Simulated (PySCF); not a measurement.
BClH2OS. Atoms are numbered in the order given.

```xyz
6

B      0.3719     0.0088     0.0000
Cl    -0.5587     1.5302     0.0000
O      1.7212     0.0208     0.0000
H      2.0992     0.9106     0.0000
S     -0.5489    -1.5498     0.0000
H      0.5517    -2.3379     0.0000
```

Coordinates come from a B3LYP-D3(BJ)/def2-SVP optimisation. Other conformers were not sampled.

Calculation: TDDFT-LC-ωPBE/def2-SVPD in PySCF 2.14.0.

Vertical excitations.  State labels are in the subgroup Cs.

| state | symmetry | energy (eV) | λ (nm) | f | main pairs |
|---|---|---|---|---|---|
| S1 | A" | 6.87 | 180 | 0.004 | HOMO→LUMO+4 46 %, HOMO→LUMO+2 15 %, HOMO→LUMO+7 13 %, HOMO→LUMO 10 % |
| S2 | A' | 7.10 | 175 | 0.204 | HOMO→LUMO+1 94 % |
| S3 | A" | 7.67 | 162 | 0.042 | HOMO→LUMO 58 %, HOMO→LUMO+2 11 %, HOMO→LUMO+4 10 % |
| S4 | A" | 7.95 | 156 | 0.001 | HOMO−1→LUMO+1 94 % |
| S5 | A" | 8.41 | 147 | 0.001 | HOMO−3→LUMO+1 68 % |
| S6 | A" | 8.57 | 145 | 0.000 | HOMO→LUMO+2 39 %, HOMO−3→LUMO+1 20 %, HOMO→LUMO 13 %, HOMO→LUMO+6 12 % |
| S7 | A' | 8.71 | 142 | 0.079 | HOMO−2→LUMO+1 84 % |
| S8 | A' | 9.02 | 137 | 0.109 | HOMO−1→LUMO 69 % |
| S9 | A" | 9.04 | 137 | 0.005 | HOMO−2→LUMO 59 %, HOMO→LUMO+3 22 % |
| S10 | A" | 9.16 | 135 | 0.022 | HOMO→LUMO+6 28 %, HOMO→LUMO+4 24 %, HOMO→LUMO+3 17 %, HOMO→LUMO+2 8 % |
| T1 | A' | 5.97 | 208 | 0 | HOMO→LUMO+1 94 % |
| T2 | A" | 6.33 | 196 | 0 | HOMO→LUMO+4 44 %, HOMO→LUMO+7 18 %, HOMO→LUMO+2 15 %, HOMO→LUMO+6 8 % |
| T3 | A" | 7.31 | 170 | 0 | HOMO→LUMO 45 %, HOMO→LUMO+2 15 % |
| T4 | A" | 7.68 | 161 | 0 | HOMO−1→LUMO+1 64 %, HOMO−3→LUMO+1 18 % |
Triplets are in the Tamm–Dancoff approximation, which puts them higher than full response would, so one can lie above its singlet here.
